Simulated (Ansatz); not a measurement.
Wavefunction ladder for C₂H₇AlSi (`[CH2]1C[SiH2][AlH]1`)

```xyz
11

C    -1.1815   -0.3929    0.1552
C     0.2603   -0.9698    0.0894
Si    1.3437    0.5137   -0.4701
Al   -0.6693    1.4940    0.4596
H    -1.8453   -0.9337    0.8342
H    -1.6477   -0.4474   -0.8382
H     0.5958   -1.2518    1.0936
H     0.3464   -1.8640   -0.5351
H     2.7410    0.5210    0.0520
H     1.4317    0.5711   -1.9611
H    -1.3749    2.7597    1.1206
```

Total charge 0; spin multiplicity 1. Geometry: relaxed with PBE0-D4/def2-TZVP. Frozen core, restricted reference, Ansatz. CBS rows extrapolate triple and quadruple zeta; past MP2 they add the triple-zeta difference.

```json
{"basis": "def2-SVP", "HF (Eh)": "-610.39199", "MP2 corr.": "?", "CCSD corr.": "-0.49988", "(T)": "-0.01611", "CCSD(T) total": "?"}
{"basis": "def2-TZVPP", "HF (Eh)": "-610.66390", "MP2 corr.": "?", "CCSD corr.": "-0.59837", "(T)": "-0.02480", "CCSD(T) total": "?"}
{"basis": "def2-QZVPP", "HF (Eh)": "-610.68313", "MP2 corr.": "-0.58328", "CCSD corr.": "–", "(T)": "–", "CCSD(T) total": "–"}
{"basis": "CBS(def2)", "HF (Eh)": "?", "MP2 corr.": "-0.60993", "CCSD corr.": "?", "(T)": "as TZ", "CCSD(T) total": "?"}
```

**Question.** Fill in the withheld values. (An estimate is asked.)

**Answer.** The calculation gave: def2-SVP MP2 corr.: -0.44405; def2-SVP CCSD(T) total: -610.90798; def2-TZVPP MP2 corr.: -0.54730; def2-TZVPP CCSD(T) total: -611.28707; CBS(def2) HF (Eh): -610.68577; CBS(def2) CCSD corr.: -0.66100; CBS(def2) CCSD(T) total: -611.37157.
